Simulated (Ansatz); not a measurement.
Consider the ligand exchange at a Ga–C bond: `C#[C][GaH][SH]` + CH₃NH₂ → `C[NH][GaH][SH]` + acetylene.

Gas-phase electronic energies from Ansatz, PBE0-D4/def2-TZVP geometries. CBS: MP2 limit from def2 TZ/QZ plus the TZ coupled-cluster correction, frozen cores. This one scheme is used for every species. Functionals use def2-TZVPP. For Ga outer-core shells are correlated without core-valence functions, which leaves a few kJ/mol of doubt a bond. Scalar relativity is left out up to krypton. Each species was taken in one conformer, which may not be the lowest.

```csv
species,r2SCAN-D4 energy (Eh)
`C#[C][GaH][SH]`,-2400.98933
CH₃NH₂,-95.83595
`C[NH][GaH][SH]`,-2419.51870
`C#C`,-77.30741
```

Task: Work out ΔE.

Result: ΔE = (-2419.51870) + (-77.30741) − (-2400.98933) − (-95.83595) = -0.00083 Eh = -2.2 kJ/mol. CCSD(T)/CBS gives -4.9 kJ/mol.

Task: What do rigid-rotor, harmonic-oscillator terms from PBE0-D4/def2-TZVP frequencies (298.15 K, 1 bar) make of the CCSD(T)/CBS value? (An estimate is asked.)

Result: The calculation gave: ΔZPE = -4.9 kJ/mol, ΔH = -8.9 kJ/mol, ΔS = -21 J/(mol·K), ΔG = -2.5 kJ/mol.

Largest T1 diagnostic among the species: 0.014.

In def2-TZVPP, CCSD(T) changes the Hartree–Fock value by −7.2 kJ/mol (the triples alone add −0.3 kJ/mol) and MP2 by −7.4 kJ/mol. Leaving LDA and LC-ωPBE aside and taking each functional with its dispersion term where it has one, the values, not all of them listed here, spread over 8.1 kJ/mol, from CAM-B3LYP-D4 to B97M-V. LDA lies −9.8 kJ/mol from PBE without D4. At CCSD(T), def2-SVP lies −3.4 kJ/mol from the extrapolated value and def2-TZVPP +3.4 kJ/mol.
